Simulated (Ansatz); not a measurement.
B(F)(Et)(NH2) (C2H7BFN), SMILES CCB(N)F.

Geometry: ωB97X-D3(BJ)/def2-SVP. The values are those of a single conformer.

Two levels are set side by side: PBE/def2-SVPD (Ansatz, a quantum-chemistry and plane-wave program) and CAM-B3LYP/def2-SVPD (Ansatz). Energy differences of separate SCF runs at the same geometry; the states with an electron removed or added have multiplicity 2 and 2. Differences are taken from unrounded values.

```json
[
 {"quantity": "vertical ionisation energy (eV)", "CAM-B3LYP": "10.89", "PBE": "10.16", "PBE minus CAM-B3LYP": "-0.72"},
 {"quantity": "vertical singlet–triplet gap (eV)", "CAM-B3LYP": "7.17", "PBE": "6.62", "PBE minus CAM-B3LYP": "-0.54"}
]
```
